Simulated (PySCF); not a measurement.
Molecule: SMILES N([SiH3])([SiH3])[SiH3], H9NSi3.

Numbering as in the mapped SMILES `[SiH3:1][N:2]([SiH3:3])[SiH3:4]`; H(Xn) means a hydrogen on atom n.

Geometry PBE0-D3(BJ)/def2-SVP throughout; GIAO in PySCF, gas phase, one conformer, non-relativistic; equivalent atoms averaged; functional PBE0.

**Question.** How do the absolute shieldings σ depend on the basis set? (ppm; last column core-seconds on shared hosts with different chips, so compare them loosely)

**Answer.** 
```csv
basis set,functions,Si1/Si3/Si4,N2,H(Si1)/H(Si3)/H(Si4),core-s
STO-3G,41,562.6,425.3,30.70,2.8
6-31G,66,459.5,315.8,27.82,5
pcSseg-0,66,420.0,338.2,27.85,4.6
6-31G*,86,433.9,292.6,26.99,6.5
def2-SVP,113,456.1,294.9,26.63,7.8
cc-pVDZ,113,456.8,297.7,26.58,9.1
pcSseg-1,134,395.2,294.5,26.56,20
aug-cc-pVDZ,185,455.9,296.1,26.54,18
"6-311+G(2d,p)",186,388.4,282.3,26.55,16
def2-TZVP,196,377.0,281.1,26.50,18
IGLO-III,257,392.8,280.9,26.49,28
cc-pVTZ,258,396.3,287.6,26.52,29
pcSseg-2,291,386.7,282.1,26.50,38
```

**Question.** Which nucleus moves most, in ppm?

**Answer.** Si1/Si3/Si4 (silicon bonded to N, 3 H): from 377.0 ppm with def2-TZVP to 562.6 ppm with STO-3G. The smallest spread is 4.21 ppm, at H(Si1)/H(Si3)/H(Si4).

**Question.** Taking the largest basis, pcSseg-2 (291 functions), as the yardstick, rank the others by their worst heavy-atom deviation.

**Answer.** 6-311+G(2d,p) 1.7 ppm (186 functions), IGLO-III 6.1 ppm (257 functions), cc-pVTZ 9.6 ppm (258 functions), def2-TZVP 9.7 ppm (196 functions), pcSseg-1 12.4 ppm (134 functions), 6-31G* 47.2 ppm (86 functions), pcSseg-0 56.2 ppm (66 functions), aug-cc-pVDZ 69.2 ppm (185 functions), def2-SVP 69.5 ppm (113 functions), cc-pVDZ 70.1 ppm (113 functions), 6-31G 72.8 ppm (66 functions), STO-3G 176.0 ppm (41 functions).

A small basis that lands close on one nucleus may do so by chance; judge by the trend and by all nuclei.
